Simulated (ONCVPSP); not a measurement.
## An all-electron radial function and its pseudo partner (aluminium (Al))

Columns: radius, all-electron u(r) and pseudo u(r) of the 3p shell (level -2.70 eV) of aluminium in the configuration [Ne] 3s2 3p1; PBEsol, non-relativistic, ONCV scheme, ONCVPSP 4.0.1.

```
r (bohr)  all-electron  pseudo
   0.135       -0.1082  0.0045
   0.270       -0.2003  0.0177
   0.405       -0.2104  0.0386
   0.540       -0.1647  0.0666
   0.675       -0.0905  0.1009
   0.810       -0.0055  0.1409
   0.945        0.0804  0.1850
   1.080        0.1616  0.2311
   1.215        0.2357  0.2774
   1.350        0.3014  0.3231
   1.485        0.3589  0.3675
   1.620        0.4084  0.4099
   1.755        0.4499  0.4489
   1.890        0.4837  0.4827
   2.025        0.5104  0.5099
   2.160        0.5305  0.5304
   2.295        0.5448  0.5448
   2.430        0.5539  0.5539
   2.565        0.5584  0.5584
   2.700        0.5588  0.5588
   2.835        0.5558  0.5558
   2.970        0.5499  0.5499
   3.105        0.5415  0.5415
   3.240        0.5310  0.5310
   3.375        0.5188  0.5188
   3.510        0.5053  0.5053
```

Question: How many radial nodes do the two functions have?

Answer: The all-electron 3p function has n − l − 1 = 1; the pseudo-wave has 0, since the states of the same l below it are removed with the core.

Question: At about which radius was the pseudo-wave matched?

Answer: 2.55 bohr. The columns agree to 0.0005 from 2.02 bohr on; several derivatives are matched, so the curves merge somewhat inside the radius.

Question: Is the pseudo-wave norm-conserving?

Answer: Yes: the ONCV scheme keeps the norm inside the radius equal to the all-electron one, which fixes the energy derivative of the logarithmic derivative at the level.
